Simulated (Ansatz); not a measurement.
Program: Ansatz 0.2.0.

A structure relaxed at PBE0-D4/def2-TZVP, charge 0, multiplicity 1:

Cartesian coordinates in Å:
```
C 0.529 1.101 -0.873
C -0.353 0.077 -0.204
Al -1.181 -0.386 1.473
C 0.231 -1.201 0.422
F 1.478 -0.948 0.946
F 0.374 -2.263 -0.410
H -0.044 1.991 -1.138
H 0.988 0.712 -1.787
H 1.335 1.412 -0.205
H -1.146 -0.296 -0.878
H -2.211 -0.199 2.654
```

(1) Give its formula and SMILES.

(2) Summarise the bond lengths by kind.

Answers

(1) C3H5AlF2, `C[CH]1[AlH][C]1(F)F`.

(2) 2 × C–C 1.508 to 1.538 Å; 4 × C–H 1.091 to 1.106 Å; 2 × Al–C 1.927 to 1.939 Å; 1 × Al–H 1.578 Å; 2 × C–F 1.357 to 1.376 Å.
